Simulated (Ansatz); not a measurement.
Species: sum formula H₃SiSO₂ (charge 0, doublet). It need not be the lowest isomer of its formula. 
Structure (B3LYP-D3(BJ)/def2-TZVP (Ansatz, an electronic-structure program) minimum search):
SMILES: O[Si](O)S
```xyz
7

O      1.3585     0.4194    -1.0590
Si    -0.1760     0.3852    -0.4403
O     -0.2767     1.7180     0.5178
S     -0.4012    -1.4471     0.7002
H      1.6199    -0.3023    -1.6386
H      0.3481     2.4305     0.3441
H     -1.7392    -1.4660     0.5843
```
Charge 0, spin multiplicity 2.

Basis-set convergence of Hartree-Fock and CCSD(T) correlation energies (hartree) with Ansatz. Cores are frozen in the correlated levels unless marked. UHF or UKS for open shells. No spin-orbit coupling. No relativistic terms.

```json
[
 {"basis": "aug-cc-pV(D+d)Z", "functions": "137", "E(HF)": "-838.06632", "E(corr, CCSD(T))": "-0.68185"},
 {"basis": "aug-cc-pV(T+d)Z", "functions": "271", "E(HF)": "-838.13831", "E(corr, CCSD(T))": "-0.83269"},
 {"basis": "aug-cc-pV(Q+d)Z", "functions": "476", "E(HF)": "-838.15507", "E(corr, CCSD(T))": "-0.88216"}
]
```

Extrapolating the two largest sets (X = 3 and 4) as X^-3: E(corr) = (64·(-0.88216) - 27·(-0.83269))/37 = -0.9183 Eh, an estimate of the basis-set limit. The largest set recovers 96.1 % of it, the smallest 74.3 %.
